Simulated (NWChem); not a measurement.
**Ionisation of ditellurium (Te2)**

```
Te
Te 1 2.5636
```
Charge 0, spin multiplicity 3.

Program: NWChem. All single points use one geometry, from UPBE0/def2-SVP with def2 effective core potentials on Te, a minimum by its harmonic frequencies.

Basis set: def2-TZVPD. −ε marks an orbital energy of the parent.

Effective core potentials replace the inner electrons of Te; spin-orbit coupling is left out. B3LYP has NWChem's definition, with VWN1-RPA local correlation. The unpaired electrons of the parent sit in orbitals of symmetry b2g and b3g (D2h labels of the run); other states weren't searched. The stability of the SCF solutions was not checked. Open-shell Hartree-Fock references start from PBE0 orbitals.

Problem. For the first vertical ionisation energy, −ε(alpha HOMO) of BLYP gives 5.08 eV and −ε(alpha HOMO) of PBE gives 5.31 eV. What do −ε(alpha HOMO) of B3LYP, −ε(alpha HOMO) of r2SCAN, −ε(alpha HOMO) of HF give?

Solution. −ε(alpha HOMO) of B3LYP: 6.09 eV; −ε(alpha HOMO) of r2SCAN: 5.64 eV; −ε(alpha HOMO) of HF: 8.95 eV.
